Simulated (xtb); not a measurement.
C$_{6}$H$_{12}$, triplet, at the geometry of the source list (a higher spin typed on purpose: for a closed-shell molecule this is an excited state). Base run: xtb with GFN2-xTB.

xtb was given this input:
```
$ xtb mol.xyz --gfn 2 --uhf 2 --json

# file mol.xyz
18

C     -0.67120000     1.11310000    -0.68100000
C      0.74460000     1.25770000    -0.12960000
C      1.45830000    -0.09140000    -0.13530000
C      0.67120000    -1.11310000     0.68100000
C     -0.74460000    -1.25770000     0.12960000
C     -1.45830000     0.09140000     0.13530000
H     -0.62190000     0.78380000    -1.72140000
H     -1.18010000     2.07930000    -0.65940000
H      1.30590000     1.97880000    -0.72800000
H      0.69690000     1.63700000     0.89380000
H      1.55240000    -0.44610000    -1.16420000
H      2.46480000     0.01750000     0.27470000
H      1.18010000    -2.07930000     0.65940000
H      0.62190000    -0.78380000     1.72140000
H     -1.30590000    -1.97880000     0.72800000
H     -0.69690000    -1.63700000    -0.89380000
H     -1.55240000     0.44610000     1.16420000
H     -2.46480000    -0.01750000    -0.27470000
```

Variants of this job, named by their change:

```tsv
change	ΔE vs base (kcal/mol)	SCF cycles
base	0.000	9
alpb = dmf	-4.52	8
acc = 0.1	0.000	10
file = coord	0.000	9
```

ALPB and GBSA are two models with their own fitted parameters for each solvent, which aren't always the measured dielectric constant.
